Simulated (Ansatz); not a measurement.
Reaction (redistribution): `CO[Si](O)([SiH3])Br` + `NB(O)F` → `O[Si](O)([SiH3])Br` + `COB(N)F`

Computed with Ansatz on PBE0-D4/def2-TZVP structures; ΔE is electronic, products minus reactants. CCSD(T)/CBS adds triple-zeta CCSD(T) − MP2 to the extrapolated MP2 energy (def2 sets, frozen cores). This one scheme is used for every species. For Br outer-core shells are correlated without core-valence functions, which leaves a few kJ/mol of doubt a bond. Scalar relativity is left out up to krypton. One conformer a species, not always the lowest.

`CO[Si](O)([SiH3])Br`:

Cartesian coordinates in Å:
```
C 0.223 -2.117 -0.019
O 0.376 -0.994 0.823
Si -0.334 0.461 0.647
O -0.060 1.330 1.995
Si 0.406 1.694 -1.191
Br -2.535 0.098 0.388
H -0.826 -2.418 -0.085
H 0.596 -1.912 -1.028
H 0.803 -2.936 0.408
H -0.324 0.956 2.839
H 0.227 0.866 -2.413
H -0.397 2.936 -1.320
H 1.845 2.037 -1.045
```

`NB(O)F`:

Cartesian coordinates in Å:
```
N 0.306 -0.573 -0.673
B 0.118 0.092 0.552
O -0.775 1.096 0.783
F 0.869 -0.277 1.595
H 0.986 -1.306 -0.765
H -0.202 -0.375 -1.514
H -1.302 1.344 0.023
```

`O[Si](O)([SiH3])Br`:

Cartesian coordinates in Å:
```
O -0.844 1.579 0.791
Si -0.640 0.166 0.010
O -1.169 0.336 -1.531
Si 1.600 -0.444 0.220
Br -1.893 -1.453 0.935
H -1.704 2.004 0.747
H -1.565 -0.431 -1.950
H 1.799 -1.734 -0.492
H 1.938 -0.615 1.655
H 2.479 0.591 -0.385
```

`COB(N)F`:

```xyz
10

C     1.366   -0.497   -0.866
O     0.266   -0.661    0.004
B    -0.549    0.388    0.289
N    -1.640    0.233    1.154
F    -0.314    1.593   -0.261
H     1.846   -1.469   -0.975
H     2.091    0.214   -0.462
H     1.048   -0.145   -1.852
H    -1.857   -0.645    1.588
H    -2.257    0.989    1.382
```

```tsv
level	ΔE (kJ/mol)
MP2/def2-TZVPP	-3.8
CCSD/def2-TZVPP	-5.3
```

Task: What does CCSD(T)/CBS give? (An estimate is asked.)

Result: Ansatz gave: -4.5 kJ/mol. The listed levels differ from it by 0.7, -0.8 kJ/mol.

Largest T1 diagnostic among the species: 0.011.

The D4 term adds +4.4 kJ/mol with B3LYP and +2.7 kJ/mol with PBE0; it sums over pairs of atoms, weighted by their polarisabilities, and B3LYP, whose exchange is more repulsive, gets the larger term. In def2-TZVPP, CCSD(T) changes the Hartree–Fock value by +4.0 kJ/mol (the triples alone add +0.7 kJ/mol) and MP2 by +4.8 kJ/mol.

B3LYP here is the variant with VWN-RPA as its local correlation; programs differ in this.
